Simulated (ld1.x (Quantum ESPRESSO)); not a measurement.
**Before and after: TM potential for Au (Z = 79)**

ld1.x (Quantum ESPRESSO) 7.5 input, shortened:

```
&input
   title='Au', zed=79., rel=1, dft='BLYP', iswitch=3,
   config='[Xe] 4f14 5d10 6s0 6p1'
 /
 &inputp
   pseudotype=2, tm=.true., lloc=2,
   nlcc=.true.
 /
4
6S  1  0   0.00   0.00  1.90  1.90  0.0
6P  2  1   1.00   0.00  2.45  2.45  0.0
4F  4  3  14.00   0.00  0.90  0.90  0.0
5D  3  2  10.00   0.00  1.80  1.80  0.0
 &test
   configts(1)='4f14 5d10 6s0 6p1'
 /
```

Change: fully relativistic.

Cutoffs: the cutoffs (Ry, on a coarse ladder) from which the occupation-weighted sum of valence levels, in a spherical-Bessel basis at the reference potential, stays within 10 and 1 mRy of its value at 400 Ry; they do not see the model core or the augmentation charge, which bear on the density cutoff. Errors are all-electron minus pseudo energies relative to the spin-unpolarised reference configuration.

What does the change do?

Both files keep a bound ghost (p); the miss of the reference levels goes from 0.00 to 0.96 eV; the number of tests that count goes from 7 to 6; of the 6 tests that both files solve, the error grows in 1 and shrinks in 3 by more than 15 % and 0.3 meV (median size 11.4 → 1.7 meV). In the changed file the local d channel has no projectors, so it cannot carry the spin–orbit splitting, and the file is wrong for that shell.

| quantity | base | changed |
| --- | --- | --- |
| bound ghosts | p | p3/2, p1/2 |
| largest miss of a reference level, eV | 0.00 | 0.96 |
| tests counted (converged, no solver errors) | 7 of 7 | 6 of 7 |
| error for 4f14 5d10 6s1 6p0, meV [ΔE -5.24 → -5.18 eV] | -0.2 | -2.4 |
| error for 4f14 5d10 6s0 6p0, meV [ΔE 4.23 → 4.30 eV] | -5.0 | -3.6 |
| error for 4f14 5d9 6s0 6p0, meV [ΔE 25.35 → 25.43 eV] | -18 | -0.9 |
| error for 4f13 5d10 6s1 6p0, meV [ΔE 87.28 → 86.97 eV] | -1770 | -1826 |
| error for 4f14 5d9 6s1 6p0, meV [ΔE 6.76 → 6.84 eV] | -20 | -0.1 |
| error for 4f14 5d10 6s0.5 6p0, meV [ΔE -1.45 → -1.39 eV] | -0.3 | -0.3 |
| s: phases at 2.65 bohr within 0.05 rad from the reference energy up to (Ry; the scan ends near 5) | n/a | n/a |

Changed file: Tests not counted: 4f14 5d9 6s1 6p1 (solver errors, printed error -314 meV). These tests converged, but a pseudo level misses the all-electron one widely, so the file describes the atom poorly there or has found another state: 4f14 5d9 6s0 6p0: empty 6p by 3.2 eV; 4f13 5d10 6s1 6p0: empty 6p by 2.0 eV. A true bound ghost makes a file unfit for plane-wave use even where its test errors are small: the radial tests pick states by their node count and pass the ghost by.
